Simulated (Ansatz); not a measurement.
Relaxation of C2H5NSi (9 atoms, charge 0, multiplicity 1), to a largest force component of 0.015 eV/Å in at most 40 steps.

Theory: RKS B3LYP/6-31G (Ansatz).

```xyz
9
Properties=species:S:1:pos:R:3:forces:R:3
C -1.285 0.741 -0.588 0.00 0.52 0.16
Si 0.193 -0.439 -0.661 -0.75 -0.37 -0.18
C 1.203 -0.589 0.792 -0.55 -0.60 -0.46
N 1.532 -1.357 1.702 0.53 0.30 0.46
H -1.757 0.725 0.390 -0.12 -0.06 0.28
H -2.036 0.469 -1.325 -0.11 -0.21 -0.22
H -0.978 1.764 -0.794 0.02 0.29 -0.06
H 0.930 -0.292 -1.911 0.64 0.21 -0.55
H 2.200 -1.023 2.395 0.34 -0.07 0.56
```

Problem. Where does it end, and by what steps?

Solution. The run converged. Limits of this set-up: no polarisation functions. After 12 steps the energy has fallen by 0.351 eV; Si2 moved furthest, 0.45 Å.

```
step  energy less start (eV)  largest force component (eV/Å)  accepted
   0                  0.0000                           0.748       yes
   1                 -0.1734                           1.376       yes
   2                 -0.0715                           2.812        no
   3                 -0.2574                           1.045       yes
   4                 -0.3204                           0.299       yes
   5                 -0.3316                           0.478       yes
   6                 -0.3364                           0.380       yes
   7                 -0.3450                           0.204       yes
   8                 -0.3477                           0.100       yes
   9                 -0.3500                           0.060       yes
  10                 -0.3504                           0.016       yes
  11                 -0.3506                           0.018       yes
  12                 -0.3506                           0.004       yes
```

```xyz
9
Properties=species:S:1:pos:R:3
C -1.267 0.723 -0.556
Si -0.042 -0.777 -0.845
C 1.036 -0.748 0.687
N 1.598 -1.130 1.681
H -1.836 0.575 0.368
H -1.979 0.735 -1.388
H -0.759 1.690 -0.516
H 1.016 -0.273 -1.821
H 2.233 -0.794 2.390
```

The run took 33 s on 1 thread of Arm Neoverse V1, on a shared host, peak memory 0.12 GiB.
